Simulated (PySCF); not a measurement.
Removing an electron from `CO[C@@H]1CC[C@@H](C)[SiH2]1`

C₆H₁₄OSi.
Z-matrix (Å and degrees, PBE0-D3(BJ)/def2-SVP geometry), rows numbered from 1:
```
C 
O   1  1.3954
C   2  1.4031  1  114.36
C   3  1.5395  2  115.15  1   -70.26
C   4  1.5280  3  108.30  2  -158.54
C   5  1.5402  4  109.60  3    52.06
C   6  1.5220  5  113.96  4  -166.75
Si  6  1.9045  5  102.05  4   -38.82
H   1  1.1087  2  111.71  3   -55.84
H   1  1.0993  2  107.78  3  -174.91
H   1  1.1067  2  112.71  3    65.76
H   3  1.1128  2  109.92  1    52.30
H   4  1.1025  3  112.67  2    77.87
H   4  1.1047  3  107.68  2   -39.93
H   5  1.1033  4  111.38  3   175.79
H   5  1.1063  4  109.31  3   -67.43
H   6  1.1059  5  107.54  4    72.35
H   7  1.1023  6  111.28  5    62.28
H   7  1.1032  6  111.42  5   -57.47
H   7  1.1010  6  111.93  5  -177.70
H   8  1.4977  3  112.35  2  -106.44
H   8  1.4934  3  112.71  2    17.09
```

Level: CAM-B3LYP/def2-SVPD (PySCF). Frontier orbitals with their largest atomic shares (Löwdin; up to four atoms above 4 %):

```csv
orbital,ε (eV),main atoms
HOMO−3,-10.43,"Si8 20 %, H22 15 %, C6 15 %, H21 11 %"
HOMO−2,-9.74,"Si8 21 %, C6 14 %, C3 12 %, O2 9 %"
HOMO−1,-9.07,"O2 28 %, C6 14 %, C3 14 %, Si8 11 %"
HOMO,-8.65,?
LUMO,1.23,"Si8 17 %, C7 13 %, C5 8 %, C6 6 %"
LUMO+1,1.36,"C1 16 %, Si8 12 %, C3 8 %, H12 8 %"
LUMO+2,1.86,"Si8 16 %, H21 8 %, O2 8 %, H11 8 %"
```

Q: What vertical ionisation energy does ΔSCF give, and how far is −ε(HOMO) from it?

A: ΔSCF: 9.29 eV (897 kJ/mol; threshold wavelength 133 nm); ⟨S²⟩ of the doublet left behind is 0.756, against 0.75 for a pure doublet. −ε(HOMO) is 8.65 eV, 0.64 eV below it. For the exact functional −ε(HOMO) would equal the first vertical ionisation energy; CAM-B3LYP (range-separated hybrid) falls short of its own ΔSCF value by 7 %.

Q: On which atoms does the HOMO lie?

A: O2 (ether oxygen) 38 %, C3 (sp3 carbon bound to oxygen) 13 %, C4 (ring CH2 carbon) 9 %, Si8 (SiH2 silicon) 9 %, so no atom holds as much as 40 %. The HOMO−1 lies 0.42 eV lower.

Q: Shift the occupied levels rigidly so that −ε(HOMO) equals the ΔSCF value. What binding energies result?

A: The shift is +0.64 eV: HOMO 9.29, HOMO−1 9.71, HOMO−2 10.38, HOMO−3 11.07 eV. A rigid shift is only a rough guide to the deeper ionisations.

Q: How many of the 10 lowest singlet excitations (vertical TDDFT, same level) lie below the ionisation energy?

A: All 10; they run from 6.98 to 8.21 eV.

Q: With α = 101.8 au, estimate the like-pair dispersion coefficient by London's formula C6 = (3/4)α²I.

A: I = 0.3415 Eh, so C6 ≈ 2660 au, a rough estimate.

Q: What kinetic energy would electrons from this vertical process carry with He II light (40.814 eV)?

A: 40.81 − 9.29 = 31.52 eV.

The structure is a single PBE0-D3(BJ)/def2-SVP conformer in the gas phase; no vibrational or solvent corrections.

These values come from a run that also computed excited states and ΔSCF ions. Time: 7.0 min wall. Hardware: an Arm Neoverse V1 with one thread, on a shared host.
